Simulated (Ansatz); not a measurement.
NbF₂, SMILES [Nb]([F])[F] (connectivity only; charge and spin as stated), neutral, multiplicity 4.

The structure is a stationary point at r2SCAN-D4/def2-TZVP. A frequency run showed that this geometry is not a minimum. The multiplicity is an assumed one; other spin states were not compared. The def2 effective core potentials stand for the cores of Nb; spin–orbit coupling is left out.

Two levels are set side by side: PBE/def2-TZVPD (Ansatz, a quantum-chemistry and plane-wave program) and PBE0/def2-TZVPD (Ansatz). Energy differences of separate SCF runs at the same geometry; the states with an electron removed or added have multiplicity 3 and 3. Differences are taken from unrounded values.

```csv
quantity,PBE0,PBE,PBE minus PBE0
vertical ionisation energy (eV),8.36,8.29,-0.07
vertical electron affinity (eV),0.77,0.87,0.11
```
